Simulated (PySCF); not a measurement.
A structure optimised at PBE-D3(BJ)/def2-SVP, used in a PySCF frequency run:

```xyz
9

Ag     0.0000     0.0000     0.0000
N      0.0000     0.0000     2.1339
H     -0.9432     0.1401     2.5270
H      0.5929     0.7468     2.5270
H      0.3503    -0.8869     2.5270
N      0.0000     0.0000    -2.1339
H     -0.9432    -0.1401    -2.5270
H      0.5929    -0.7468    -2.5270
H      0.3503     0.8869    -2.5270
```
Charge +1, spin multiplicity 1.

Question: Write its SMILES, formula and point group.

Answer: [NH3]->[Ag+]<-[NH3], AgH₆N₂, D3

Question: What are its rotational constants (standard atomic weights)?

Answer: 91.905, 2.9917, 2.9917 GHz
